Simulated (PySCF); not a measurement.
## Structure revision by computed shifts

A compound C4H11NSi gives the data below (simulated from a calculation) and was assigned the structure `CCC/C=N/[SiH3]`.

13C{1H} NMR (computed): δ 176.2 (CH), 30.1 (CH3), -0.6 (CH3, 2C).

1H NMR (400 MHz, computed): δ 8.67 (q, 1H), 5.55 (sept, 1H), 2.01 (d, 3H), 0.19 (d, 6H).

- shieldings: GIAO PBE0/pcSseg-1
- structure optimised with GFN2-xTB
- code: PySCF 2.14.0 with density-fitted response routines
- in vacuum, averaged over atoms made equivalent by symmetry, fast rotation or ring inversion, relativity neglected, a single conformation

δ = σ(ref) − σ, references computed at the same level: 1H, 13C vs TMS.

Question: Compare with the shifts computed for the proposed structure, pairing carbons in order of shift.

Answer: Mapped SMILES: `[CH3:1][CH2:2][CH2:3]/[CH:4]=[N:5]/[SiH3:6]` (H(Xn): hydrogen on atom n).

```tsv
atom	computed for proposal	given list	difference
C4	185.1	176.2	+8.9
C3	48.7	30.1	+18.6
C2	22.6	-0.6	+23.2
C1	15.9	-0.6	+16.5
```

The rms difference is 17.6 ppm and the largest +23.2 ppm at C2 (sp3 CH2). The proposal also would give 4 carbon signals, not 3. The carbon types in order of shift don't match either: CH, CH2, CH2, CH3 for the proposal against CH, CH3, CH3, CH3 in the data. The proposal doesn't fit.

Question: Which isomer fits?

Answer: SMILES C/C=N\[SiH](C)C.

Carbon types of the structure: 1 × CH, 3 × CH3, leaving 1 H on heteroatoms. δC 176.2: C=N carbon. δC 30.1: methyl carbon; saturated and bonded to C and H only. δC -0.6: methyl carbon bonded to Si; an electropositive neighbour leaves it electron-rich and shielded. δH 8.67: hydrogen on a C=N carbon.

Other isomers checked: C=CN(C)C[SiH3] (rms 42.3 ppm).

The data come from this structure; uniqueness wasn't tested.

Shifts are as computed. Against solution values, carbons near 30 ppm lie about +3 ppm off and those near 130 ppm about +5 ppm. Of 1309 compounds with measured shifts, 239 miss one by over three times the rms of a fit or turn the order of signals round; such compounds aren't used in these exercises. Multiplicities follow the n + 1 count of equivalent neighbours, as no J values were calculated; m marks all less simple cases, F and P coupling included.
